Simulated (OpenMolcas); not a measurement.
A run on Mn4+ among 6 point charges of -2.2 e arranged as a tetragonal octahedron (D4h), 1.52 Å from the ion, with the axial distance 1.672 Å.

- Program: OpenMolcas
- Method: SS-CASPT2, IPEA 0.25 Eh, imaginary shift 0.1 Eh (closed shells correlated: 3s 3p)
- Basis: ANO-RCC-VDZP [5s4p2d1f]
- Scalar Hamiltonian: DKH2, point nucleus
- Active space: 3 electrons in 5 orbitals (3d)
- State averaging: 2S+1 = 4 even, 10 roots; 2S+1 = 2 even, 40 roots
- Spin-orbit coupling: state interaction with AMFI integrals over the reference wave functions

First CASPT2 step and the start of its output:

```
&CASPT2
Multistate=10 1 2 3 4 5 6 7 8 9 10
NoMult
Frozen=2 3
IPEA=0.25
Imaginary=0.1
MaxIter=60
WThr=0.0 0.3 0.05
PrWF=0.5
NoMix
```

```
--- CASPT2 ---
Orbital specifications:
      -----------------------

      Symmetry species                           1   2
                                                ag  au
      Frozen orbitals                            2   3
      Inactive orbitals                          1   3
      Active orbitals                            5   0
      Secondary orbitals                         7  13
      Deleted orbitals                           0   0
      Number of basis functions                 15  19
Type of calculation                        SS-CASPT2
      Fock operator                              state-specific
      IPEA shift                                 0.25
      Real shift                                 0.00
      Imaginary shift                            0.10
      The input orbitals will be transformed to quasi-canonical
Reference energy:       -1171.4366482186
      E2 (Non-variational):      -0.2318793457
      Shift correction:          -0.0000591954
      E2 (Variational):          -0.2319385411
      Total energy:           -1171.6685867597
      Residual norm:              0.0000003294
      Reference weight:           0.96641
      Contributions to the CASPT2 correlation energy
      Active & Virtual Only:         -0.0131591213
      One Inactive Excited:          -0.1011357791
      Two Inactive Excited:          -0.1175844453
Reference energy:       -1171.4006459819
      E2 (Non-variational):      -0.2327684364
      Shift correction:          -0.0000491399
      E2 (Variational):          -0.2328175764
      Total energy:           -1171.6334635583
      Residual norm:              0.0000002847
      Reference weight:           0.96476
      Contributions to the CASPT2 correlation energy
      Active & Virtual Only:         -0.0133235297
...
```

Over all roots the printed reference weights run from 0.01 to 0.97, and roots that are degenerate in the reference spread by up to 15000 cm-1.

Q: Did the run give usable levels, and if not, why?

A: No. The equations converged, but the reference weight falls to 0.01 for at least one root against 0.97 for the best. A drop of that size marks an intruder state, so the energies of such roots and the levels built on them can't be trusted.
